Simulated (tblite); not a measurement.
Write Cartesian coordinates for `C#Cc1nc(C)cc2ccsc12` as optimised with GFN2-xTB.

```
atom  x, y, z in Å
C1     3.2884   -2.1621   -0.2830
C2     2.3363   -1.4374   -0.1877
C3     1.1971   -0.6016   -0.0769
N4     1.3896    0.6928    0.1214
C5     0.3531    1.5197    0.2327
C6     0.6898    2.9618    0.4560
C7    -0.9630    1.0905    0.1508
C8    -1.2043   -0.2677   -0.0576
C9    -2.4350   -0.9786   -0.1797
C10   -2.2481   -2.3005   -0.3770
S11   -0.5840   -2.7772   -0.4285
C12   -0.0951   -1.1289   -0.1733
H13    4.1272   -2.7869   -0.3651
H14    0.2663    3.3092    1.3969
H15    1.7687    3.0796    0.4851
H16    0.2836    3.5750   -0.3466
H17   -1.7824    1.7867    0.2457
H18   -3.3995   -0.5074   -0.1203
H19   -2.9983   -3.0577   -0.5002
```

Any rigid rotation of these coordinates is as good. Atoms count from 1 in this order. The C–C distances run from 1.200 Å (C1≡C2, drawn triple) to 1.498 Å (C5–C6, drawn single), a spread of 0.298 Å. The 12 heavy atoms lie in one plane (0.001 Å rms). The 6-membered ring C3–N4–C5–C7–C8–C12 has internal angles of 118.1° to 122.8° (sum 720°, against 720° for a flat polygon); it is planar, 0.00 Å rms from its mean plane, widest ring torsion 0°. The 5-membered ring C8–C9–C10–S11–C12 has internal angles of 90.3° to 114.0° (sum 540°, against 540° for a flat polygon); it is planar, 0.00 Å rms from its mean plane, widest ring torsion 0°.

Bonds between heavy atoms (Å): C1≡C2 1.200, C2–C3 1.417, C3–N4 1.324, N4–C5 1.331, C5–C6 1.498, C5–C7 1.387, C7–C8 1.395, C8–C9 1.427, C9–C10 1.349, C10–S11 1.732, S11–C12 1.738, C3–C12 1.399, C8–C12 1.409.

Structure optimised with GFN2-xTB, isolated species.

Point group: Cs (every atom within 0.08 Å of its image). Its GFN2-xTB frequencies are all real (lowest 30 cm⁻¹). 2 starts were optimised and ended at 0.00 and 0.12 kcal/mol (GFN2-xTB); the lowest of these is shown.

Hardware: one thread, Arm Neoverse N1, no GPU (shared host). These figures are those of the optimisation.

All values are computed, not measured.
